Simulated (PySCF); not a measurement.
**What binds GaBr: the parts of the energy along the bond**

State: ¹Σ⁺, singlet, closed shell. RHF-based CCSD(T) in PySCF 2.14 with Ga cc-pwCVDZ-PP with ECP10, Br aug-cc-pVDZ-PP with ECP10 and Ga cc-pwCVTZ-PP with ECP10, Br aug-cc-pVTZ-PP with ECP10 (frozen core orbitals: 13; scalar-relativistic core potentials). Correlation energies are extrapolated as n⁻³ (n = 2, 3), Hartree–Fock as (n+1)·exp(−9√n). All energies in eV from Ga + Br.

```
 R (Å)  HF/CBS  CCSD corr.      (T)   total
2.1001  -2.624      -1.085  -0.1441  -3.853
2.1955  -2.968      -1.046  -0.1441  -4.158
2.2910  -3.139      -1.013  -0.1444  -4.296
2.3865  -3.189      -0.984  -0.1448  -4.318
2.4819  -3.156      -0.958  -0.1451  -4.260
2.6012  -3.039      -0.929  -0.1452  -4.113
2.7206  -2.868      -0.902  -0.1450  -3.916
```

A fit to the total gives Re = 2.3596 Å, De = 4.321 eV, ωe = 267.2 cm⁻¹, Be = 0.08229 cm⁻¹ (masses 68.9256 and 78.9183 u).

Task: At R = 2.3865 Å the CCSD correlation energy is -0.412833 hartree in the smaller basis and -0.664210 in the larger. Extrapolate it.

Result: (3³·E3 − 2³·E2)/(3³ − 2³) = -0.77005 hartree; the larger basis holds 86.3 % of it.

The T1 diagnostic is 0.016. The open-shell atoms are computed with UHF. Spin–orbit coupling, excitations beyond (T) and corrections to the Born–Oppenheimer picture are left out.
